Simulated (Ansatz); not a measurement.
Cost and result up the ladder for the cluster SnO4H4 (9 atoms). The state is a singlet with charge 0. Geometry: B3LYP-D4/def2-SVP.

| atom | x (Å) | y (Å) | z (Å) |
| --- | --- | --- | --- |
| Sn1 | -0.114 | 1.480 | 1.262 |
| O2 | 1.376 | 0.084 | -0.873 |
| O3 | -0.875 | -1.324 | -0.447 |
| O4 | 1.545 | 0.481 | 0.523 |
| O5 | -1.191 | -0.705 | 0.826 |
| H6 | 2.213 | -0.386 | -1.017 |
| H7 | -0.772 | 1.887 | -0.359 |
| H8 | -0.023 | -0.863 | -0.677 |
| H9 | -2.159 | -0.654 | 0.762 |

Ansatz on 4 threads of Arm Neoverse V1 on a shared host. Times are rough, and most runs start from the orbitals of an earlier one. ωB97X-V/def2-TZVP serves as the yardstick here, not as an exact answer. Differences are given only for rows in sets of like size (and for xTB, whose basis is part of the method), since another set adds its own error. Binding counts from free atoms at the same level (Sn triplet, O triplet, H doublet; other spins of the atoms weren't run), without zero-point energy or a counterpoise term.

In the def2 sets Sn takes a core potential; there is no spin–orbit coupling. Correlated methods freeze 8 core orbitals; core or outer-core shells of Sn are correlated, in sets that lack core-valence functions. The rows differ in basis, and correlated rows in double-zeta sets carry the largest basis error. The structure holds 2 bonds between oxygen atoms, so isomers without such links may lie far lower. Another isomer (singlet) lies 1.87 eV lower at PBE0-D4/def2-TZVP; other spin states weren't run for this one.

Correlated methods converge slowly with the basis, most of all in double-zeta sets.

```
                         level  functions  wall time
PBE-D4/def2-TZVP (with forces)        198      1.9 s
             PBE0-D4/def2-TZVP        198      2.4 s
           r2SCAN-D4/def2-TZVP        198      3.2 s
          r2SCANh-D4/def2-TZVP        198      3.8 s
             ωB97X-V/def2-TZVP        198        6 s
              CCSD(T)/def2-SVP        102        9 s
```

(1) Estimate what each level gives for the binding energy per atom (eV).

Answers

(1) 
```
                         level  binding energy per atom (eV)  difference from ωB97X-V/def2-TZVP (eV)
PBE-D4/def2-TZVP (with forces)                          2.97                                    0.15
             PBE0-D4/def2-TZVP                          2.75                                   -0.07
           r2SCAN-D4/def2-TZVP                          2.82                                    0.00
          r2SCANh-D4/def2-TZVP                          2.75                                   -0.07
             ωB97X-V/def2-TZVP                          2.82                                    0.00
              CCSD(T)/def2-SVP                          2.54                                       –
```
